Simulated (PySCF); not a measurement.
pyridine-4-carbonitrile (C₆H₄N₂), SMILES N#Cc1ccncc1. Coordinates come from a TPSSh-D3(BJ)/def2-SVP optimisation.

The numbers are results of TPSSh-D3(BJ)/def2-SVP run with PySCF, not measurements.

Harmonic wavenumbers (cm⁻¹): 144, 162, 371, 388, 452, 562, 588, 679, 754, 775, 842, 893, 992, 1007, 1009, 1089, 1105, 1225, 1246, 1316, 1347, 1443, 1522, 1604, 1643, 2342, 3165, 3168, 3216, 3217. Rotational constants (GHz): 5.967, 1.531, 1.219; symmetry number 2.

### Question
Work out the zero-point energy and the ideal-gas rigid-rotor harmonic-oscillator thermochemistry at 298.15 K and 1 atm.

### Answer
ZPE = ½ Σ hcν = ½ × 38265 cm⁻¹ = 54.70 kcal/mol. H − E(el) = 59.08 kcal/mol. Entropy in cal/(mol K): translation 39.84, rotation 26.38, vibration 10.83, total 77.05. G − E(el) = 36.11 kcal/mol. Cp = 24.27 cal/(mol K). Modes under 150 cm⁻¹ make the vibrational entropy uncertain.
